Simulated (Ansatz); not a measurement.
C2H8Si (SMILES C[SiH2]C), singlet, geometry from GFN2-xTB. Base run: PBE/3-21G in Ansatz (a first-principles code).

Input for Ansatz:
Ansatz 0.2 input:
```yaml
crystal:
  periodic: [false, false, false]
  atoms:
    - {symbol: Si, position_ang: [0.03546107, -0.43348006, -0.37037273]}
    - {symbol: C, position_ang: [1.45753028, 0.73873281, 0.08712166]}
    - {symbol: C, position_ang: [-1.52290395, 0.06040205, 0.59567275]}
    - {symbol: H, position_ang: [0.40740896, -1.81447085, -0.03255476]}
    - {symbol: H, position_ang: [-0.23071309, -0.34547884, -1.81294296]}
    - {symbol: H, position_ang: [1.21576604, 1.77029475, -0.15390745]}
    - {symbol: H, position_ang: [2.36525377, 0.48151727, -0.45044984]}
    - {symbol: H, position_ang: [1.68282158, 0.69510725, 1.14919776]}
    - {symbol: H, position_ang: [-2.35613024, -0.59304426, 0.35515928]}
    - {symbol: H, position_ang: [-1.82783780, 1.07758693, 0.36542227]}
    - {symbol: H, position_ang: [-1.36078226, 0.00239943, 1.66852748]}
basis:
  gaussian:
    orbitals: 3-21G.json
hamiltonian:
  xc: pbe
```
The basis file holds 3-21G in the JSON format of the Basis Set Exchange.

Each row names what was changed in the base input (with any setting that the change needs).

```csv
change,ΔE vs base (mEh)
base,0.000
occupation = up:A1:8 A2:1 B1:3 B2:5 down:A1:8 A2:1 B1:3 B2:5,0.000
symmetry_tolerance_ang = 0.01,0.000
occupation = up:A1:8 A2:2 B1:3 B2:4 down:A1:8 A2:2 B1:3 B2:4,948.7
occupation = up:A1:8 A2:1 B1:2 B2:6 down:A1:8 A2:1 B1:2 B2:6,718.8
occupation = up:A1:7 A2:2 B1:3 B2:5 down:A1:7 A2:2 B1:3 B2:5,948.4
occupation = up:A1:9 A2:1 B1:2 B2:5 down:A1:9 A2:1 B1:2 B2:5,738.8
```
